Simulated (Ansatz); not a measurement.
Reactions of `C=C[Si](O)(O)F`.

Calculated with Ansatz (gas phase, PBE0-D4/def2-TZVP geometries, no zero-point term in ΔE). CCSD(T)/CBS adds triple-zeta CCSD(T) − MP2 to the extrapolated MP2 energy (def2 sets, frozen cores). This one scheme is used for every species. DFT in def2-TZVPP. For Ga outer-core shells are correlated without core-valence functions, which leaves a few kJ/mol of doubt a bond. Scalar relativity is left out up to krypton. One conformer a species, not always the lowest.

```csv
reaction,CCSD(T)/CBS(def2) (kJ/mol)
`C=C[Si](O)(O)F` + `CCNC(C)(C)C` → `C=CN(CC)C(C)(C)C` + `O[SiH](O)F`,36
`C=C[Si](O)(O)F` + `[OH][GaH2]` → `C=C[O][GaH2]` + `O[SiH](O)F`,?
`C=C[Si](O)(O)F` + SiH₄ → `C=C[Si](O)(O)[SiH3]` + H–F,171
`C=C[Si](O)(O)F` + `N[SiH2]F` → `O[Si](O)(F)N[SiH2]F` + `C=C`,-71
```

Problem. Fill in the missing values. (Estimate.)

Solution. Computed: `C=C[Si](O)(O)F` + `[OH][GaH2]` → `C=C[O][GaH2]` + `O[SiH](O)F`: +67.5 kJ/mol.

Largest T1 diagnostic: 0.015, for `C=C[O][GaH2]`.
